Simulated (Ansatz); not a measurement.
```yaml
crystal:
  periodic: [false, false, false]
  atoms:
    - {symbol: O, position_ang: [-1.528396, 0.636981, 1.489973]}
    - {symbol: B, position_ang: [-0.537231, 0.060025, 0.801481]}
    - {symbol: O, position_ang: [0.057577, -1.129828, 0.738997]}
    - {symbol: C, position_ang: [0.580507, -0.063511, -0.212313]}
    - {symbol: S, position_ang: [0.267007, -0.277979, -1.927505]}
    - {symbol: H, position_ang: [-1.692327, 1.550526, 1.246281]}
    - {symbol: H, position_ang: [1.604591, 0.199120, 0.034015]}
    - {symbol: H, position_ang: [1.340372, -1.032233, -2.226729]}
basis:
  gaussian: {orbitals: pcseg-2}
hamiltonian: {xc: {name: BLYP}}
charge: 1
output: {forces: true}
```

```sh
$ ansatz run in.yaml --threads 2 --pin off --events-out ev --progress --plain --max-ram 4352MiB
```

Output, abridged:

```
Error: YAML parse error: error: line 15 column 1: unknown field `charge`, expected one of crystal, accuracy, basis, kpoints, hamiltonian, magnetization, projection, total_charge, correlation, batch, efield, external_charges, scf, relax, neb, saddle, md, ramp, phonons, dielectric, real_time, elastic, magnetic_configurations, gw, evaluate, workflow, output, checkpoint, execution
13 |   gaussian: {orbitals: pcseg-2}
14 | hamiltonian: {xc: {name: BLYP}}
15 | charge: 1
16 | output: {forces: true}
```

(1) What is wrong with this run?

## Answers

(1) The input holds a key that doesn't belong there. The program refused the input.
